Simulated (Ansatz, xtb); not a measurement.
C3H3F3S: which of two isomers lies lower

We compare I, `C=C(S)C(F)(F)F`, a singlet, with II, `FC(F)(F)/C=C/S`, a singlet. Both are isolated molecules in the gas phase, relaxed with r2SCAN-D4/def2-SVP; the shapes shown needn't be the lowest conformers.

I (Å):

```xyz
10

C    -2.2050    0.4118    1.3195
C    -1.8717   -0.2512    0.2025
C    -0.5780   -1.0316    0.1207
F    -0.8098   -2.3273   -0.1483
F     0.2107   -0.5610   -0.8597
F     0.1157   -0.9714    1.2643
S    -2.7955   -0.3499   -1.3001
H    -1.5407    0.3924    2.1854
H    -3.1349    0.9808    1.3937
H    -3.8087    0.4336   -0.8726
```

II (Å):

```yaml
atoms:
  - { symbol: C, position_ang: [1.9691, -1.1118, 0.9916] }
  - { symbol: C, position_ang: [0.6599, -0.9631, 1.6837] }
  - { symbol: C, position_ang: [-0.3995, -1.7271, 1.3735] }
  - { symbol: F, position_ang: [1.9531, -2.0785, 0.0556] }
  - { symbol: F, position_ang: [2.9555, -1.4111, 1.8609] }
  - { symbol: F, position_ang: [2.3369, 0.0324, 0.3801] }
  - { symbol: S, position_ang: [-1.9561, -1.5870, 2.1579] }
  - { symbol: H, position_ang: [0.6316, -0.1884, 2.4566] }
  - { symbol: H, position_ang: [-0.3102, -2.4865, 0.5903] }
  - { symbol: H, position_ang: [-2.5658, -2.5624, 1.4528] }
```

Quicker runs give these differences E(II) − E(I): GFN2-xTB −11.2 kJ/mol; HF/STO-3G −8.4 kJ/mol (at GFN2-xTB geometries); r2SCAN-D4/def2-SVP//GFN2-xTB −13.1 kJ/mol.

**Question.** Estimate E(II) − E(I) at the level CCSD(T)/def2-SVP + ΔMP2/def2-TZVPP.

**Answer.** Calculated at CCSD(T)/def2-SVP + ΔMP2/def2-TZVPP: E(II) − E(I) = −10.8 kJ/mol, so structure II lies lower.

Level by level:

```json
{"level": "GFN2-xTB", "geometry": "GFN2-xTB", "E(II) − E(I) (kJ/mol)": "−11.2", "departure from the last row (kJ/mol)": "−0.4", "job, with rough time for the two": "optimisation, 0.18 s"}
{"level": "HF/STO-3G", "geometry": "GFN2-xTB", "E(II) − E(I) (kJ/mol)": "−8.4", "departure from the last row (kJ/mol)": "+2.4", "job, with rough time for the two": "single point, 0.7 s"}
{"level": "r2SCAN-D4/def2-SVP//GFN2-xTB", "geometry": "GFN2-xTB", "E(II) − E(I) (kJ/mol)": "−13.1", "departure from the last row (kJ/mol)": "−2.4", "job, with rough time for the two": "single point, 4.8 s"}
{"level": "r2SCAN-D4/def2-SVP", "geometry": "r2SCAN-D4/def2-SVP", "E(II) − E(I) (kJ/mol)": "−12.4", "departure from the last row (kJ/mol)": "−1.7", "job, with rough time for the two": "optimisation, 32 s"}
{"level": "HF/def2-SVP", "geometry": "r2SCAN-D4/def2-SVP", "E(II) − E(I) (kJ/mol)": "−17.3", "departure from the last row (kJ/mol)": "−6.5", "job, with rough time for the two": "part of the CCSD(T) run"}
{"level": "MP2/def2-SVP", "geometry": "r2SCAN-D4/def2-SVP", "E(II) − E(I) (kJ/mol)": "−10.5", "departure from the last row (kJ/mol)": "+0.3", "job, with rough time for the two": "part of the CCSD(T) run"}
{"level": "CCSD(T)/def2-SVP", "geometry": "r2SCAN-D4/def2-SVP", "E(II) − E(I) (kJ/mol)": "−10.0", "departure from the last row (kJ/mol)": "+0.8", "job, with rough time for the two": "single point"}
{"level": "CCSD(T)/def2-SVP + ΔMP2/def2-TZVPP", "geometry": "r2SCAN-D4/def2-SVP", "E(II) − E(I) (kJ/mol)": "−10.8", "departure from the last row (kJ/mol)": "", "job, with rough time for the two": "single point, 61 s"}
```

As drawn, both hold the same kinds of bond in the same numbers.

None of the levels shown reverses the order. The largest departure from CCSD(T)/def2-SVP + ΔMP2/def2-TZVPP is that of HF/def2-SVP, 6.5 kJ/mol. The last row adds to CCSD(T) the change of the MP2 difference between the two basis sets, here −0.8 kJ/mol.

With thermal terms from frequencies at re-optimised GFN2-xTB minima (ideal gas, soft modes damped towards free rotors, one conformer each, 298.15 K, 1 atm): on the last row, ΔE + ΔZPE = −10.9, ΔH = −10.5, ΔG = −12.4 kJ/mol.

The correlated steps freeze 11 core orbitals. Programs: Ansatz 0.2.0, xtb 6.7.1; the last row on 2 threads of Intel(R) Xeon(R) Platinum 8259CL CPU @ 2.50GHz (Skylake/Cascade Lake) on a shared host.
